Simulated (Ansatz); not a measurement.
`C[Si]1(Cl)CO1` + `O[SiH3]` → `[SiH3]O[Si]1(Cl)CO1` + CH₄  (ligand exchange at the Si–C bond)

Computed with Ansatz on PBE0-D4/def2-TZVP structures; ΔE is electronic, products minus reactants. CCSD(T)/CBS adds triple-zeta CCSD(T) − MP2 to the extrapolated MP2 energy (def2 sets, frozen cores). This one scheme is used for every species. Functionals use def2-TZVPP. One conformer a species, not always the lowest.

`C[Si]1(Cl)CO1`:

Z-matrix (Å, degrees):
```
C
Si 1 1.842
H 1 1.093 2 110.0
H 1 1.092 2 110.8 3 119.5
H 1 1.091 2 109.7 3 -119.7
Cl 2 2.041 1 110.3 3 -61.9
C 2 1.796 1 127.2 3 138.0
O 2 1.644 1 119.2 3 76.3
H 7 1.088 2 123.2 1 -2.3
H 7 1.088 2 121.5 1 161.2
```

`O[SiH3]`:

Cartesian coordinates in Å:
```
O -0.192 -0.423 -1.194
Si -0.017 0.266 0.292
H 0.125 -1.319 -1.313
H -0.744 -0.500 1.342
H -0.586 1.628 0.178
H 1.414 0.347 0.695
```

`[SiH3]O[Si]1(Cl)CO1`:

```xyz
11

Si    2.220   -0.548   -0.190
O     0.662   -0.018   -0.261
Si   -0.869   -0.141    0.192
Cl   -1.048   -1.632    1.553
C    -2.080    1.159    0.030
O    -2.040   -0.018   -0.931
H     2.281   -1.837    0.541
H     3.028    0.476    0.514
H     2.709   -0.719   -1.577
H    -1.861    2.096   -0.476
H    -3.002    1.182    0.605
```

CH₄:

```xyz
5

C     0.000    0.000    0.000
H    -0.323    1.036   -0.094
H    -0.648   -0.520    0.705
H     1.027   -0.029    0.362
H    -0.056   -0.488   -0.973
```

CCSD(T)/CBS gives -1.20 eV.

(1) Another level gave -1.11 eV. Which?
A. PBE0-D4/def2-TZVPP
B. PBE-D4/def2-TZVPP
C. HF/def2-TZVPP
D. MP2/def2-TZVPP

Largest T1 diagnostic among the species: 0.012.

## Answers

(1) A. PBE0-D4 -1.11, MP2/def2-TZVPP -1.21, PBE-D4 -1.05, HF/def2-TZVPP -1.38 eV.

The D4 term adds −0.05 eV with B3LYP and −0.03 eV with PBE0; it sums over pairs of atoms, weighted by their polarisabilities, and B3LYP, whose exchange is more repulsive, gets the larger term. From PBE to PBE0 (25 % exact exchange), in def2-TZVPP and without D4, ΔE moves by −0.06 eV. In def2-TZVPP, CCSD(T) changes the Hartree–Fock value by +0.17 eV (the triples alone add +0.02 eV) and MP2 by +0.17 eV.

B3LYP here is the variant with VWN-RPA as its local correlation; programs differ in this.
